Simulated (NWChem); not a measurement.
System: C$_{3}$H$_{5}$FSi; SMILES C#CC[SiH2]F

```xyz
10

C      0.6861    -2.5452     0.2336
C     -0.0410    -1.6379    -0.1068
C     -0.8831    -0.5184    -0.4831
Si    -0.3312     1.1094     0.2881
F      1.1042     1.5396    -0.3399
H      1.3276    -3.3552     0.5273
H     -1.9290    -0.6927    -0.1704
H     -0.9032    -0.3912    -1.5800
H     -1.3161     2.1733    -0.0585
H     -0.1757     0.9703     1.7604
```
Atoms are numbered in this order, from 1.

All runs: NWChem. Structure relaxed at the PBE0/def2-SVP level. GIAO values for the isolated, static molecule; σ is the absolute isotropic shielding, δ = σ(reference) − σ with the isolated reference molecule computed at the same levels (13C: tetramethylsilane, 19F: trichlorofluoromethane, 1H: tetramethylsilane, 29Si: tetramethylsilane).

Question: Predict the results for BHandHLYP/pcSseg-1. Quantities: δ C2 (ppm); δ C3 (ppm); δ Si4 (ppm); δ F5 (ppm); δ H6 (ppm); δ H9 (ppm); δ H10 (ppm).

Answer: 
```yaml
"δ C2 (ppm)": 80.7
"δ C3 (ppm)": 5.8
"δ Si4 (ppm)": -0.3
"δ F5 (ppm)": -196.8
"δ H6 (ppm)": 2.01
"δ H9 (ppm)": 4.71
"δ H10 (ppm)": 4.84
```
